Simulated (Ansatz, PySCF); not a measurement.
Gas-phase reaction (SMILES): CCCl -> C[CH]Cl + H atom; the C-H bond at the site shown breaks (other sites are not compared here).

Geometries: B3LYP-D3(BJ)/def2-TZVP minima from Ansatz (a quantum-chemistry and plane-wave program). Cores are frozen in the correlated levels unless marked. UHF or UKS for open shells. Spin-orbit coupling is left out. No relativistic terms. CBS marks a two-point X^-3 extrapolation of the correlation energy; Hartree-Fock from the larger set. The bracket is a focal-point correction in the basis named. Thermal terms are rigid-rotor harmonic-oscillator values from B3LYP-D3(BJ) frequencies (PySCF) at 298.15 K and 1 atm. 1 Eh = 627.5095 kcal/mol. Atoms have translation alone. Electronic entropy comes from spin alone.

| species | E, RI-MP2/CBS(cc-pV(T+d)Z,cc-pV(Q+d)Z)+[CCSD(T)-MP2]/cc-pV(T+d)Z (Ansatz) (Eh) | E, r2SCAN-D4/def2-TZVPD (Ansatz + dftd4) (Eh) | H - E (Eh) | G - E (Eh) |
|---|---|---|---|---|
| CCCl | -538.89174 | -539.38650 | 0.07139 | 0.04017 |
| C[CH]Cl | -538.22333 | -538.72982 | 0.05707 | 0.02438 |
| H atom | -0.49995 | -0.49993 | 0.00236 | -0.01065 |

Question: Work out ΔE and ΔH, ΔG, ΔS and the equilibrium constant at 298.15 K at the first level, then ΔH at the second.

Answer: 
1. ΔE = [(-538.22333) + (-0.49995)] - [(-538.89174)] = 0.16846 Eh = 105.7 kcal/mol at RI-MP2/CBS(cc-pV(T+d)Z,cc-pV(Q+d)Z)+[CCSD(T)-MP2]/cc-pV(T+d)Z.
2. The terms H - E add up to -0.01196 Eh, so ΔH = (0.16846 + (-0.01196))×627.5095 = 98.2 kcal/mol.
3. The terms G - E add up to -0.02644 Eh, so ΔG = 89.1 kcal/mol, and ΔS = (-0.01196 - (-0.02644))×627509.5/298.15 = 30.5 cal/(mol K).
4. log10 K = -ΔG/(RT ln 10) = -65.3, with RT ln 10 = 1.3642 kcal/mol.
5. With ΔH and ΔS taken as constant, ΔG changes sign near ΔH/ΔS = 3220 K, a rough figure that leaves out heat capacities.
6. At r2SCAN-D4/def2-TZVPD the same steps give ΔE = 98.4 and ΔH = 90.9 kcal/mol, a shift of -7.3 from the first level.
7. These values are not checked against measurement here, since the tables used lack a sound gas-phase enthalpy of formation for at least one species.
